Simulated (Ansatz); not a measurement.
Relaxing a trial structure of AlH2NSiSn

The starting geometry of this gas-phase singlet was optimised with GFN2-xTB.

```xyz
6

Al    0.2501    0.5691    0.5728
N    -1.2042    1.1175    1.4342
Si   -2.0499    2.4483    2.1915
Sn   -3.0157    0.1045    2.0912
H     0.4256   -0.9445    0.2672
H     1.3917    1.4840    0.0720
```

Task: Where would you expect an optimisation with PBE0-D3(BJ)/def2-SVP to take it?

Result: A new bond forms, giving a structure given below by its coordinates. Contacts that close: Al1–Sn4 (3.63 → 2.89 Å).

The energy falls by 0.47 eV over 20 steps:

```tsv
step	E − E(last) (eV)
1	0.474
3	0.343
5	0.337
7	0.333
9	0.302
12	0.169
14	0.015
16	0.003
18	0.000
20	0.000
```

Final geometry (Å):

```xyz
6

Al    0.1026    0.4678    0.5787
N    -0.9056    1.3273    1.8538
Si   -1.9282    2.0561    2.9506
Sn   -2.7683    0.5210    0.9165
H     0.7248   -0.9341    0.9916
H     0.5723    1.3408   -0.6623
```

The end wasn't checked by frequencies. Atoms past krypton carry core potentials, without spin–orbit terms. Run with Ansatz 0.2.0, 2.9 min on 1 thread of AMD EPYC (Zen 3), on a shared host.
